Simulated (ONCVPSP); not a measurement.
# Zr (Z = 40): one change to an ONCV potential, before and after

| Quantity | Value |
| --- | --- |
| Element | zirconium (Zr) |
| Generator | ONCVPSP 4.0.1 |
| Type | optimised norm-conserving Vanderbilt (ONCV) |
| Functional | BLYP |
| Relativity | scalar-relativistic |
| Frozen core | [Ar] 3d10 |
| Valence charge | 12 |
| Reference configuration | 4s2 4p6 4d2.5 5s1.5 |
| Partial waves | 4s+5s: rc 1.55 bohr, ncon 4, nbas 9, qcut 8 1/bohr, 2 projectors; 4p: rc 1.65 bohr, ncon 3, nbas 6, qcut 10.4 1/bohr, 2 projectors, debl 2 Ha; 4d: rc 3.05 bohr, ncon 4, nbas 9, qcut 4.5 1/bohr, 3 projectors, debl 1 Ha |
| Local potential | polynomial inside 1.30 bohr (lpopt 5, dvloc0 0 Ha) |
| Core correction | none |

All-electron outer shells of the reference configuration (BLYP, scalar-relativistic, ld1.x):

```
shell  level (eV)  outermost node (bohr)  outermost maximum (bohr)
   3d     -173.35                      –                      0.35
   4s      -53.20                   0.55                      1.08
   4p      -31.21                   0.56                      1.17
   5s       -4.01                   1.47                      3.15
   4d       -2.76                   0.58                      1.63
```

Change: p: rc 1.46.

Cutoffs: the cutoffs (Ha) at which the residual kinetic energy of the hardest occupied pseudo-wave falls to 1 and 0.1 mHa per electron; they do not see the model core or the augmentation charge, which bear on the density cutoff. Errors are all-electron minus pseudo energies relative to the spin-unpolarised reference configuration.

**Question.** How do hardness, ghosts and transferability respond?

**Answer.** The potential gets harder (26 Ha and 32 Ha → 32 Ha and 39 Ha); the errors of the 4 common tests hardly move; neither file shows a bound ghost. A smaller radius makes the pseudo-wave follow the all-electron one further in, where it bends more sharply, so more plane waves are needed.

```csv
quantity,base,changed
"cutoff, loose",26 Ha,32 Ha
"cutoff, tight",32 Ha,39 Ha
loose cutoff by channel,"s 22 Ha, p 26 Ha, d 7.9 Ha","s 22 Ha, p 32 Ha, d 7.9 Ha"
bound ghosts,none,none
GHOST(+) flags under 300 eV,s at 215.2 eV,s at 215.2 eV
"error for 4s2 4p6 4d2 5s2, meV [ΔE -0.53 eV]",+9.1,+9.1
"error for 4s2 4p6 4d2 5s1, meV [ΔE 6.53 eV]",+4.0,+4.0
"error for 4s2 4p6 4d2 5s0, meV [ΔE 19.57 eV]",-4.6,-4.6
"error for 4s1 4p6 4d2 5s2, meV [ΔE 59.80 eV]",-61,-64
s: phases at 1.57 bohr within 0.05 rad from the reference energy up to (Ha; the scan ends near 5),to the end of the scan,to the end of the scan
d: phases at 3.09 bohr within 0.05 rad from the reference energy up to (Ha; the scan ends near 5),to the end of the scan,to the end of the scan
```
